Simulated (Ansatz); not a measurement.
`N=[C](N)[AlH][F]` and `N=C(N)S` differ in one atom or group.

Ansatz, PBE0-D4/def2-TZVP geometries, multiplicity 1. Each molecule was computed in one conformer, which needn't be the lowest.

```json
{"property": "HOMO energy (B3LYP/def2-TZVPP) / eV", "`N=[C](N)[AlH][F]`": "-6.75"}
{"property": "HOMO–LUMO gap (B3LYP/def2-TZVPP) / eV", "`N=[C](N)[AlH][F]`": "4.90"}
{"property": "LUMO energy (PBE/def2-TZVPP) / eV", "`N=[C](N)[AlH][F]`": "-2.38"}
{"property": "LUMO energy (ωB97M-V/def2-TZVPP) / eV", "`N=[C](N)[AlH][F]`": "0.07"}
{"property": "size of the dipole moment (B3LYP/def2-TZVPP) / D", "`N=[C](N)[AlH][F]`": "3.16"}
{"property": "LUMO energy (PBE0/def2-TZVPP) / eV", "`N=[C](N)[AlH][F]`": "-1.62"}
```

Q: What does the change do to each property? (Estimate.)

A: The calculation gave: 
```csv
property,`N=C(N)S`,shift
HOMO energy (B3LYP/def2-TZVPP) / eV,-6.98,-0.23
HOMO–LUMO gap (B3LYP/def2-TZVPP) / eV,6.67,1.77
LUMO energy (PBE/def2-TZVPP) / eV,-1.00,1.38
LUMO energy (ωB97M-V/def2-TZVPP) / eV,1.87,1.80
size of the dipole moment (B3LYP/def2-TZVPP) / D,2.35,-0.81
LUMO energy (PBE0/def2-TZVPP) / eV,-0.03,1.59
```

With PBE0 the HOMO falls by 0.25 eV and the LUMO rises by 1.59 eV, so the gap widens by about 1.84 eV. PBE moves the HOMO by -0.35 eV and ωB97M-V by -0.18 eV. The zero-point energy changes by 2.0 kJ/mol with -3 modes. Dipoles are sizes alone; their direction can turn.

B3LYP here is the variant with VWN-RPA as its local correlation; programs differ in this.
